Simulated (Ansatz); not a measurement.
```yaml
crystal:
  periodic: [false, false, false]
  atoms:
    - {symbol: C, position_ang: [-1.037284, -0.264382, -0.970875]}
    - {symbol: C, position_ang: [-0.189587, -0.167464, 0.253129]}
    - {symbol: C, position_ang: [1.046812, -0.973390, 0.324098]}
    - {symbol: O, position_ang: [0.208109, 1.248882, 0.054334]}
    - {symbol: Si, position_ang: [0.024089, 2.218853, 1.117479]}
    - {symbol: H, position_ang: [-1.872163, 0.444322, -0.812773]}
    - {symbol: H, position_ang: [-0.638036, -0.307969, -1.953129]}
    - {symbol: H, position_ang: [-1.685278, -1.317018, -0.737489]}
    - {symbol: H, position_ang: [-0.693759, -0.293240, 1.260480]}
    - {symbol: H, position_ang: [1.553759, -0.963461, -0.549472]}
    - {symbol: H, position_ang: [0.647815, -2.017903, 0.397688]}
    - {symbol: H, position_ang: [1.682830, -0.856690, 1.339120]}
    - {symbol: H, position_ang: [0.937085, 3.319729, 0.403753]}
basis:
  gaussian: {orbitals: def2-mTZVP}
hamiltonian: {xc: {name: SPW92}, pseudopotentials: {relativity: none}}
output: {forces: true}
```

```sh
$ ansatz run in.yaml --threads 4 --pin off --events-out ev --progress --plain --max-ram 10444MiB
```

It prints (some lines left out):

```
Functional definition: SPW92
1270 factors; their error is unknown
mean field evaluation 1: about -13070.1627 eV, gradient 9.2e1 eV
mean field evaluation 2: about -12982.7983 eV, gradient 2.0e2 eV
mean field evaluation 4: about -13087.8205 eV, gradient 1.9e1 eV
mean field evaluation 8: about -13088.4593 eV, gradient 1.0e-1 eV
mean field evaluation 16: about -13088.4010 eV, gradient 4.2e-3 eV
mean field -13088.40102699 eV, -480.9898661049 hartree, gradient 1.7e-5 eV, S^2 0.000000; 0 other end points of the search recorded, 0 dependent functions left out
reference -13088.40107126 eV, -480.9898677319 hartree; 24, 24 occupied and 103, 103 virtual orbitals, 1270 factors
Total energy: -13088.40107126 eV, -480.9898677319 hartree
Atom 0 at    -1.037284    -0.264382    -0.970875 Å, force    -3.980663    -4.179849     3.306597 eV/Å
Atom 1 at    -0.189587    -0.167464     0.253129 Å, force     0.832241     1.934933    -0.803967 eV/Å
Atom 2 at     1.046812    -0.973390     0.324098 Å, force    -1.413398    -1.630292     4.592236 eV/Å
Atom 3 at     0.208109     1.248882     0.054334 Å, force     1.888236    -7.595217    -6.249092 eV/Å
Atom 4 at     0.024089     2.218853     1.117479 Å, force    -0.770954     7.889373     7.485362 eV/Å
Atom 5 at    -1.872163     0.444322    -0.812773 Å, force     0.342232     0.226949    -0.586977 eV/Å
Atom 6 at    -0.638036    -0.307969    -1.953129 Å, force     0.834802     0.181290    -0.909075 eV/Å
Atom 7 at    -1.685278    -1.317018    -0.737489 Å, force     1.475336     2.025186    -1.137679 eV/Å
Atom 8 at    -0.693759    -0.293240     1.260480 Å, force    -0.331093     0.436885    -0.852591 eV/Å
Atom 9 at     1.553759    -0.963461    -0.549472 Å, force     2.390336     0.409984    -2.916278 eV/Å
Atom 10 at     0.647815    -2.017903     0.397688 Å, force     0.311455     0.147622     0.056374 eV/Å
Atom 11 at     1.682830    -0.856690     1.339120 Å, force    -1.153795     0.189345    -2.285442 eV/Å
Atom 12 at     0.937085     3.319729     0.403753 Å, force    -0.424733    -0.036210     0.300532 eV/Å
Dipole moment:    -0.069614    -0.571206    -0.142225 e Å
```

Hardware: 4 threads of an Arm Neoverse V1 on a shared host. Wall time 1 s, peak host memory 0.57 GiB.
